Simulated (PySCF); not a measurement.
A structure optimised at PBE0-D3(BJ)/def2-TZVP, used in a PySCF frequency run:

```xyz
4

B     -0.5310     0.5766     0.0000
H     -1.7035     0.7788     0.0000
F      0.3143     1.5787     0.0000
Cl     0.0900    -1.0512     0.0000
```

Write its SMILES, formula and point group.

FBCl, BClFH, Cs

What are its rotational constants (standard atomic weights)?

62.641, 5.5691, 5.1144 GHz
